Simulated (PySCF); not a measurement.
Cost of response and excited-state runs on `O=COC[C]1=C[SiH2][CH2][GeH2]1`, C5H10GeO2Si

Molfile (atoms numbered from 1):
```
C5H10GeO2Si
     RDKit          3D

 19 19  0  0  0  0  0  0  0  0999 V2000
    4.1749   -0.0704    0.9297 O   0  0  0  0  0  0  0  0  0  0  0  0
    3.2651    0.6085    1.3030 C   0  0  0  0  0  0  0  0  0  0  0  0
    2.0108    0.5193    0.9086 O   0  0  0  0  0  0  0  0  0  0  0  0
    1.6966   -0.4870   -0.0610 C   0  0  0  0  0  0  0  0  0  0  0  0
    0.2305   -0.3853   -0.3063 C   0  0  0  0  0  0  0  0  0  0  0  0
   -0.4615   -1.1343   -1.1608 C   0  0  0  0  0  0  0  0  0  0  0  0
   -2.3148   -0.8143   -1.2955 Si  0  0  0  0  0  4  0  0  0  0  0  0
   -2.5695    0.5869   -0.0243 C   0  0  0  0  0  0  0  0  0  0  0  0
   -0.7667    0.9658    0.7125 Ge  0  0  0  0  0  4  0  0  0  0  0  0
    3.3513    1.4200    2.0458 H   0  0  0  0  0  0  0  0  0  0  0  0
    1.9838   -1.4688    0.3353 H   0  0  0  0  0  0  0  0  0  0  0  0
    2.2832   -0.3070   -0.9703 H   0  0  0  0  0  0  0  0  0  0  0  0
    0.0288   -1.8977   -1.7539 H   0  0  0  0  0  0  0  0  0  0  0  0
   -3.0719   -2.0177   -0.9267 H   0  0  0  0  0  0  0  0  0  0  0  0
   -2.6655   -0.3768   -2.6531 H   0  0  0  0  0  0  0  0  0  0  0  0
   -2.9994    1.4701   -0.4889 H   0  0  0  0  0  0  0  0  0  0  0  0
   -3.2557    0.2833    0.7619 H   0  0  0  0  0  0  0  0  0  0  0  0
   -0.2739    2.3616    0.4373 H   0  0  0  0  0  0  0  0  0  0  0  0
   -0.6559    0.7528    2.1993 H   0  0  0  0  0  0  0  0  0  0  0  0
  1  2  2  0
  2  3  1  0
  3  4  1  0
  4  5  1  0
  5  6  2  0
  6  7  1  0
  7  8  1  0
  8  9  1  0
  9  5  1  0
  2 10  1  0
  4 11  1  0
  4 12  1  0
  6 13  1  0
  7 14  1  0
  7 15  1  0
  8 16  1  0
  8 17  1  0
  9 18  1  0
  9 19  1  0
M  END
```

PySCF with density fitting, on 1 thread of an AMD EPYC 9R45 96-Core, shared host. Command: `OMP_NUM_THREADS=1 python excited_run.py task.json out`

Q: How long does this run take, and how much memory?
- excited states, LC-wPBE/def2-SVP; Tamm-Dancoff; spin-orbit couplings; 5 states; 5 triplets; quadratic response for 4 states

A: 
```csv
run,level,basis functions,wall time,peak memory (GiB)
excited states,LC-wPBE/def2-SVP,198,38 s,0.93
```
Times from a shared host are rough.
